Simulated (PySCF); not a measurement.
Some computed properties have been withheld. Give your best values.

C8H11O2P.
SMILES: `COC1C=CP(C(C)=O)C=C1`

Conformer (atom-mapped SMILES and torsion angles): `[CH3:1][O:2][CH:3]1[CH:4]=[CH:5][P:6]([C:7]([CH3:8])=[O:9])[CH:10]=[CH:11]1`: C1–O2–C3–C4 178°, C5–P6–C7–C8 68°.

```json
{"property": "point group of the GFN2-xTB geometry", "level": "GFN2-xTB", "value": "?"}
{"property": "rotational constants A, B, C of the GFN2-xTB geometry", "level": "GFN2-xTB", "value": "2.023, 0.660, 0.625 GHz"}
{"property": "dipole moment", "level": "PBE0/pcSseg-1", "value": "?"}
{"property": "HOMO energy", "level": "PBE0/pcSseg-1", "value": "-6.28 eV"}
{"property": "LUMO energy", "level": "PBE0/pcSseg-1", "value": "?"}
{"property": "13C chemical shifts (computed TMS as zero) by class", "level": "GIAO PBE0/pcSseg-1", "value": "?"}
{"property": "1H chemical shifts (computed TMS as zero) by class", "level": "GIAO PBE0/pcSseg-1", "value": "?"}
{"property": "isotropic shieldings of nuclei other than C and H, by class", "level": "GIAO PBE0/pcSseg-1", "value": "?"}
```

The electronic properties come from PySCF, for the isolated species, density fitting. GFN2-xTB frequencies show an imaginary mode (49i cm⁻¹), so this geometry is no minimum at that level. NMR classes are plain means over equivalent atoms (diastereotopic ones count apart unless rotation or inversion swaps them), as if these changed places fast; in this geometry the members of some classes differ.

Task: Give the 1H chemical shifts (computed TMS as zero) by class.

Result: 7.86 (2 H), 6.79 (2 H), 4.49 (1 H), 3.07 (3 H), 2.47 (3 H) ppm.

Task: What is the dipole moment?

Result: 2.18 D.

Task: Give the LUMO energy.

Result: -0.77 eV.

Task: Give the point group of the GFN2-xTB geometry.

Result: C1.

Task: What are the 13C chemical shifts (computed TMS as zero) by class?

Result: 226.4 (1 C), 146.3 (2 C), 139.8 (2 C), 75.3 (1 C), 56.4 (1 C), 31.4 (1 C) ppm.

Task: Give the isotropic shieldings of nuclei other than C and H, by class.

Result: -389 (1 O), 286 (1 O), 316 (1 P) ppm.

The dipole equals about 7.3 × 10⁻³⁰ C·m (1 D = 3.33564 × 10⁻³⁰ C·m). With B = h/(8π²I), that is 505.379 GHz u Å² over I, the principal moments of inertia are 249.9, 765.7 and 809.2 u Å² (most abundant isotopes). The rotational constants make it an asymmetric top with κ = (2B − A − C)/(A − C) = -0.95, nearer the prolate limit (−1).

One conformer stands for the species.
